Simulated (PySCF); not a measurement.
C2H3O (SMILES [CH]1CO1), doublet, at a GFN2-xTB geometry; PySCF with CAMB3LYP/6-31G**.

Input for PySCF:
```python
from pyscf import gto, scf, dft

mol = gto.M(
    atom='''
C     0.01087352    0.76232142   -0.35451736
O     0.03604346    0.06301074    0.80368470
C     0.04678985   -0.68289431   -0.41305190
H    -0.76746590    1.46394712   -0.59035908
H    -0.84981573   -1.26718433   -0.59441867
H     0.98295372   -1.17741137   -0.63928419
''',
    basis='6-31g**',
    spin=1,
    verbose=5,
)

mf = dft.UKS(mol)
mf.xc = 'camb3lyp'
mf.grids.radi_method = dft.radi.gauss_chebyshev
mf.kernel()
mf.analyze()
```

Output, abridged:

```
PySCF version 2.14.0

[INPUT] verbose = 5
[INPUT] max_memory = 4000
[INPUT] num. atoms = 6
[INPUT] num. electrons = 23
[INPUT] charge = 0
[INPUT] spin (= nelec alpha-beta = 2S) = 1
[INPUT] symmetry False subgroup None
[INPUT] Mole.unit = angstrom
[INPUT] Symbol           X                Y                Z      unit          X                Y                Z       unit  Magmom
[...]
[INPUT] ---------------- BASIS SET ----------------
[INPUT] l, kappa, [nprim/nctr], expnt,             c_1 c_2 ...
[INPUT] H
[...]
                                2.8253937         0.23472695
                                0.6401217         0.81375733
[...]
[INPUT] C
[...]
                                457.36951         0.0140373
                                103.94869         0.0688426
                                29.210155         0.2321844
                                9.286663          0.4679413
                                3.163927          0.362312
[...]
                                1.8812885         -0.1608542
                                0.5442493         1.1434564
[...]
                                1.8812885         0.316424
                                0.5442493         0.7443083
[...]
[INPUT] O
[...]
                                825.23495         0.0139501
                                188.04696         0.0684451
                                52.9645           0.2327143
                                16.89757          0.470193
                                5.7996353         0.3585209
[...]
                                3.5999336         -0.1480263
                                1.0137618         1.130767
[...]
                                3.5999336         0.3397528
                                1.0137618         0.7271586
[...]
nuclear repulsion = 69.4290793647544
number of shells = 27
number of NR pGTOs = 102
number of NR cGTOs = 57
basis = 6-31g**
ecp = {}

******** <class 'pyscf.dft.uks.UKS'> ********
method = UKS
initial guess = minao
damping factor = 0
level_shift factor = 0
DIIS = <class 'pyscf.scf.diis.CDIIS'>
diis_start_cycle = 1
diis_space = 8
diis_damp = 0
SCF conv_tol = 1e-09
SCF conv_tol_grad = None
SCF max_cycles = 50
direct_scf = True
direct_scf_tol = 1e-13
number electrons alpha = 12  beta = 11
XC library pyscf.dft.libxc version 7.1.2
    S. Lehtola, C. Steigemann, M. J. T. Oliveira, and M. A. L. Marques,  SoftwareX 7, 1–5 (2018)
XC functionals = camb3lyp
[...]
converged SCF energy = -153.041351875581  <S^2> = 0.7526296  2S+1 = 2.0026279
Total Energy =                        -153.041351875580915
[...]
spin_pop of  0 C 3dz^2     0.00007
spin_pop of  0 C 3dxz     -0.00018
spin_pop of  0 C 3dx2-y2   -0.00031
spin_pop of  1 O 1s       -0.00000
spin_pop of  1 O 2s        0.00420
spin_pop of  1 O 3s        0.00005
spin_pop of  1 O 2px       0.16193
spin_pop of  1 O 2py       0.00479
spin_pop of  1 O 2pz      -0.00521
spin_pop of  1 O 3px       0.00109
spin_pop of  1 O 3py       0.00020
spin_pop of  1 O 3pz       0.00002
spin_pop of  1 O 3dxy      0.00005
spin_pop of  1 O 3dyz     -0.00006
spin_pop of  1 O 3dz^2     0.00007
spin_pop of  1 O 3dxz     -0.00039
spin_pop of  1 O 3dx2-y2   -0.00001
spin_pop of  2 C 1s        0.00000
spin_pop of  2 C 2s       -0.00313
spin_pop of  2 C 3s        0.00015
spin_pop of  2 C 2px      -0.00120
spin_pop of  2 C 2py      -0.01095
spin_pop of  2 C 2pz       0.00122
spin_pop of  2 C 3px      -0.00003
spin_pop of  2 C 3py       0.00025
spin_pop of  2 C 3pz       0.00016
spin_pop of  2 C 3dxy      0.00004
spin_pop of  2 C 3dyz     -0.00003
spin_pop of  2 C 3dz^2    -0.00000
spin_pop of  2 C 3dxz      0.00019
spin_pop of  2 C 3dx2-y2   -0.00005
spin_pop of  3 H 1s        0.01349
spin_pop of  3 H 2s        0.00031
spin_pop of  3 H 2px      -0.00013
spin_pop of  3 H 2py       0.00026
spin_pop of  3 H 2pz       0.00001
spin_pop of  4 H 1s        0.00147
spin_pop of  4 H 2s        0.00006
spin_pop of  4 H 2px      -0.00001
spin_pop of  4 H 2py       0.00000
spin_pop of  4 H 2pz       0.00006
spin_pop of  5 H 1s        0.00076
spin_pop of  5 H 2s        0.00007
spin_pop of  5 H 2px      -0.00000
spin_pop of  5 H 2py       0.00001
spin_pop of  5 H 2pz      -0.00000
 ** Mulliken Spin Density (per atom)  **
spin density of  0 C =      0.83033
spin density of  1 O =      0.16672
spin density of  2 C =     -0.01338
spin density of  3 H =      0.01394
spin density of  4 H =      0.00158
spin density of  5 H =      0.00082
 ** Mulliken pop alpha/beta on meta-lowdin orthogonal AOs **
 ** Mulliken pop       alpha | beta **
In total            12.00000 | 11.00000
 ** Mulliken atomic charges   ( Nelec_alpha | Nelec_beta ) **
charge of  0C =     -0.01287  (     3.42160      2.59127 )
charge of  1O =     -0.30945  (     4.23808      4.07137 )
charge of  2C =     -0.03081  (     3.00871      3.02210 )
charge of  3H =      0.12416  (     0.44489      0.43095 )
charge of  4H =      0.11146  (     0.44506      0.44348 )
charge of  5H =      0.11751  (     0.44166      0.44084 )
Dipole moment(X, Y, Z, Debye): -0.63119, -0.54344, -1.42554
```
